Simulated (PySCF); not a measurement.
## Electron correlation in B (boron, neutral)

[He] 2s2 3d1, 2D determinant (an excited configuration). Calculation: PySCF 2.14, in aug-cc-pCVTZ-DK with one added diffuse shell each of s, p, d, f type (8s7p5d3f, 75 functions); scalar relativity by spin-free X2C-1e. Frozen: 1s2; 3 electrons correlated.

```
  level  correlation energy (mhartree)
   CCSD                         -69.76
    (T)                         -13.86
CCSD(T)                         -83.62
```

Diagnostics: T1 = 0.11, D1 = 0.2790, largest double amplitude 0.572.

The outer electron is Rydberg-like, and this basis confines it to a smaller radius and binds it less than a complete one would. T1 exceeds 0.03, a sign that the reference determinant is poor. A double-excitation amplitude exceeds 0.15, a sign of near-degeneracy.

Cost of the coupled-cluster step: roughly 9 core-seconds, for 3 correlated electrons.

Iterations:

```
CC2 = 0
CCSD nocc = (np.int64(2), np.int64(1)), nmo = (74, 74)
frozen orbitals [[0], [0]]
max_cycle = 100
direct = 0
conv_tol = 1e-08
conv_tol_normt = 1e-06
diis_space = 8
diis_start_cycle = 0
Init t2, MP2 energy = -0.0387946539710703
Init E_corr(UCCSD) = -0.0387946539838461
cycle = 1  E_corr(UCCSD) = -0.0506110113310384  dE = -0.0118163573  norm(t1,t2) = 0.0731885
cycle = 2  E_corr(UCCSD) = -0.0564461492564694  dE = -0.00583513793  norm(t1,t2) = 0.0436646
cycle = 3  E_corr(UCCSD) = -0.0635202040449405  dE = -0.00707405479  norm(t1,t2) = 0.0295393
cycle = 4  E_corr(UCCSD) = -0.0636711354790954  dE = -0.000150931434  norm(t1,t2) = 0.018772
cycle = 5  E_corr(UCCSD) = -0.0621785385127118  dE = 0.00149259697  norm(t1,t2) = 0.0177919
cycle = 6  E_corr(UCCSD) = -0.0674580602935565  dE = -0.00527952178  norm(t1,t2) = 0.0193684
cycle = 7  E_corr(UCCSD) = -0.0688381754718061  dE = -0.00138011518  norm(t1,t2) = 0.00850965
cycle = 8  E_corr(UCCSD) = -0.0700745960880261  dE = -0.00123642062  norm(t1,t2) = 0.00436223
cycle = 9  E_corr(UCCSD) = -0.0694752311910486  dE = 0.000599364897  norm(t1,t2) = 0.00163881
cycle = 10  E_corr(UCCSD) = -0.0701317709405807  dE = -0.00065653975  norm(t1,t2) = 0.00149623
cycle = 11  E_corr(UCCSD) = -0.0697522079124032  dE = 0.000379563028  norm(t1,t2) = 0.00173605
cycle = 12  E_corr(UCCSD) = -0.0697276165388016  dE = 2.45913736e-05  norm(t1,t2) = 0.000118697
cycle = 13  E_corr(UCCSD) = -0.0697675408756274  dE = -3.99243368e-05  norm(t1,t2) = 0.000148807
cycle = 14  E_corr(UCCSD) = -0.0697580654895367  dE = 9.47538609e-06  norm(t1,t2) = 4.98156e-05
cycle = 15  E_corr(UCCSD) = -0.0697583063088615  dE = -2.40819325e-07  norm(t1,t2) = 3.14136e-05
cycle = 16  E_corr(UCCSD) = -0.0697579111229486  dE = 3.95185913e-07  norm(t1,t2) = 1.22434e-05
cycle = 17  E_corr(UCCSD) = -0.0697579023588868  dE = 8.7640618e-09  norm(t1,t2) = 4.37397e-06
cycle = 18  E_corr(UCCSD) = -0.0697581619414986  dE = -2.59582612e-07  norm(t1,t2) = 1.7373e-06
cycle = 19  E_corr(UCCSD) = -0.069758118207865  dE = 4.37336335e-08  norm(t1,t2) = 8.13463e-07
cycle = 20  E_corr(UCCSD) = -0.0697581186145284  dE = -4.06663384e-10  norm(t1,t2) = 4.9206e-07
UCCSD converged
E(UCCSD) = -24.36727699817438  E_corr = -0.06975811861452842
UCCSD(T) correction = -0.0138558624958535
```
